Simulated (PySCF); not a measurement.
**Assigning NMR signals**

Geometry:
| atom | x (Å) | y (Å) | z (Å) |
| --- | --- | --- | --- |
| O1 | -1.433 | 0.273 | -1.508 |
| Si2 | -1.501 | -0.887 | -0.386 |
| O3 | -2.813 | -0.591 | 0.524 |
| O4 | -0.158 | -0.823 | 0.522 |
| Si5 | 1.306 | -0.251 | 0.893 |
| C6 | 1.715 | 1.211 | -0.265 |
| Cl7 | 3.404 | 1.738 | -0.046 |
| H8 | -2.239 | 0.694 | -1.794 |
| H9 | -1.515 | -2.214 | -0.973 |
| H10 | -2.936 | -1.041 | 1.354 |
| H11 | 2.246 | -1.347 | 0.674 |
| H12 | 1.224 | 0.208 | 2.278 |
| H13 | 1.095 | 2.084 | -0.072 |
| H14 | 1.604 | 0.945 | -1.314 |

Single conformer, isolated molecule, equivalent nuclei averaged, no relativistic terms. σ from GIAO-PBE0/pcSseg-1; structure optimised with GFN2-xTB; PySCF 2.14.

Shifts are taken against calculated references (same method and geometry level): TMS for ¹H.

Q: Assign these signals to the numbered atoms. ¹H NMR (300 MHz, computed): δ 4.97 (t, 2H), 4.56 (s, 1H), 3.31 (t, 2H), 2.14 (br s, 2H).

A: 
```tsv
δ (ppm)	atoms	environment	reason
4.97	H11/H12	hydrogen on a silicon bonded to C, O	–
4.56	H9	hydrogen on a silicon bonded to 3 O	–
3.31	H13/H14	hydrogen on an sp3 CH2 bonded to Cl and Si	its carbon carries Cl, which withdraws density
2.14	H8/H10	hydrogen on an oxygen bonded to Si	labile proton, position sensitive to the medium
```

The OH or NH signal is concentration- and solvent-dependent in practice; the value given is the gas-phase one. No couplings were computed; multiplicities are counted from neighbouring protons, with m where these are inequivalent, close in shift, in a saturated or five-membered ring or joined by F or P, and br s for small geminal =CH2 splittings.
